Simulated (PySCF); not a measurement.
H3O (SMILES [OH3+]), charge +1, singlet, at a GFN2-xTB geometry. Base run: SCAN/STO-3G (PySCF).

Input for PySCF:
```python
from pyscf import gto, scf, dft

mol = gto.M(
    atom='''
O     0.07094020    0.00288768    0.03133554
H    -0.02512652    0.80502202   -0.52984156
H     0.02737561   -0.82471664   -0.49851471
H    -0.56977067   -0.00340678    0.77767195
''',
    basis='sto-3g',
    charge=1,
    verbose=3,
)

mf = dft.RKS(mol)
mf.xc = 'scan'
mf.kernel()
```

The base run was repeated with changes; each row names its change, and settings that it needs were set with it.

```tsv
change	ΔE vs base (mEh)	grid points	electrons on the grid
base	0.000	43512	10.00000
grids.level = 4	-1.257	75384	10.00000
grids.atom_grid = (50, 194)	-3.469	26456	9.99997
grids.level = 0	-44.858	2952	10.00945
grids.prune = dft.gen_grid.sg1_prune	0.031	19352	9.99996
grids.radi_method = mura_knowles	-1.207	42216	10.00000
grids.atom_grid = (75, 302)	-0.002	58600	10.00000
grids.atom_grid = (30, 110)	-4.837	9864	10.00007
grids.becke_scheme = stratmann	-0.003	43512	10.00000
grids.atom_grid = (99, 590)	-1.701	130800	10.00000
grids.radi_method = delley	-1.771	47904	10.00000
```
